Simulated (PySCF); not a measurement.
Computed properties of 1,2-dihydrosiline (C5H8Si), SMILES C1=CC[SiH2]C=C1

1,2-dihydrosiline (C5H8Si), SMILES C1[SiH2]C=CC=C1. The structure is a stationary point at B3LYP-D3(BJ)/def2-SVP. One conformer was computed; it need not be the lowest. All values are computed for the isolated molecule unless a solvent is named; none is compared with measurement here.

**Structure.** All 36 harmonic modes at B3LYP-D3(BJ)/def2-SVP (PySCF) are real, so it is a minimum. With heavy atoms numbered as in [CH:1]1=[CH:2][CH2:3][SiH2:4][CH:5]=[CH:6]1, the shortest bond between them is C1–C2 at 1.348 Å and the longest C3–Si4 at 1.900 Å.

**Vibrations.** The strongest infrared lines (harmonic, unscaled, degenerate partners summed) lie at 2186 cm⁻¹ (146 km/mol, H 96 %), 2211 cm⁻¹ (140 km/mol, H 97 %), 972 cm⁻¹ (120 km/mol, H 95 %). The softest mode is at 77 cm⁻¹ and the zero-point energy is 69.2 kcal/mol.

**Electronic structure.** ωB97X/def2-TZVP (PySCF) places the frontier levels at -8.71 and 0.79 eV, a gap of 9.50 eV, and gives a dipole moment of 0.75 D and a mean polarisability of 81.0 bohr³. PBE/def2-TZVP (PySCF) at the same geometry gives -5.53 and -2.21 eV, so its gap is 6.18 eV narrower. An orbital gap is neither the optical nor the fundamental gap.

**Excitations.** TDA-ωB97X/def2-SVPD (PySCF) has S1 at 5.01 eV (248 nm, f = 0.174, bright); the most intense of the 10 singlets computed lies at 5.01 eV (f = 0.17). T1 (TDA) is at 2.85 eV, 2.16 eV under S1. TDA-PBE/def2-SVPD (PySCF) puts S1 at 4.45 eV. No vertical singlet excitation falls in the visible range (under 3.1 eV).

**NMR.** GIAO shifts at KT2/pcSseg-1 (PySCF) (non-relativistic, atoms alike by connectivity averaged): ¹³C from 11.9 to 143.6 ppm against TMS; ¹H from 2.2 to 6.9 ppm against TMS; ²⁹Si at -61.0 ppm against TMS.

**Solvation.** SMD-M06-2X/def2-SVP (PySCF) gives 0.9 kcal/mol in water, -3.7 kcal/mol in diethylether, -2.9 kcal/mol in cyclohexanone (1 M in both phases, gas-phase geometry); of these solvents diethylether holds the molecule best.
